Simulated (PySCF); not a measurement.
Isomers of C7H11NS, from PySCF 2.14.0, PBE0-D3(BJ)/def2-SVP geometry optimisation, gas phase. One conformer each, no zero-point energy, no frequencies.

Problem. Which isomer lies lowest at this level?
A. `[CH2:1]=[CH:2][C:3](=[CH2:4])[CH2:5][NH:6][C:7]([CH3:8])=[S:9]` with C1–C2–C3–C4 175°, C2–C3–C5–N6 -67°, C3–C5–N6–C7 129°, C5–N6–C7–C8 -178°: A = 2237, B = 806.7, C = 743.4 MHz, dipole 4.20 D
B. `[CH2:1]=[CH:2][CH2:3][C@H:4]([CH2:5][C:6]#[N:7])[S:8][CH3:9]` with C1–C2–C3–C4 -116°, C2–C3–C4–C5 58°, C3–C4–C5–C6 58°, C3–C4–S8–C9 -69°: A = 1809, B = 930.1, C = 709.6 MHz, dipole 3.61 D
C. `CC(C)(C)C1=CSN=C1`: A = 2869, B = 919.0, C = 821.5 MHz, dipole 2.87 D
D. `[S:1]=[C:2]=[N:3][CH:4]1[CH2:5][CH2:6][CH2:7][CH2:8][CH2:9]1` with C2–N3–C4–C5 62°, N3–C4–C5–C6 -69°, C4–C5–C6–C7 -55°, C5–C6–C7–C8 55°, C6–C7–C8–C9 -55°: A = 2274, B = 843.2, C = 819.0 MHz, dipole 3.61 D

Solution. D. That is `S=C=NC1CCCCC1`, 15.1 kcal/mol below the next.

```tsv
SMILES	mapped SMILES	E (Eh)	relative (kcal/mol)	relative (kJ/mol)	dipole (D)
S=C=NC1CCCCC1	[S:1]=[C:2]=[N:3][CH:4]1[CH2:5][CH2:6][CH2:7][CH2:8][CH2:9]1	-725.45351	0.0	0.0	3.61
CC(C)(C)c1cnsc1	[CH3:1][C:2]([CH3:3])([CH3:4])[c:5]1[cH:6][n:7][s:8][cH:9]1	-725.42949	15.1	63.1	2.87
C=CC(=C)CNC(C)=S	[CH2:1]=[CH:2][C:3](=[CH2:4])[CH2:5][NH:6][C:7]([CH3:8])=[S:9]	-725.40096	33.0	138.0	4.20
C=CC[C@H](CC#N)SC	[CH2:1]=[CH:2][CH2:3][C@H:4]([CH2:5][C:6]#[N:7])[S:8][CH3:9]	-725.38824	41.0	171.3	3.61
```

As drawn, the lowest has cumulated double bonds, a C=N bond and a C=S bond, which the highest lacks; the highest has a C≡N group and a C=C bond outside aromatic rings, which the lowest lacks.
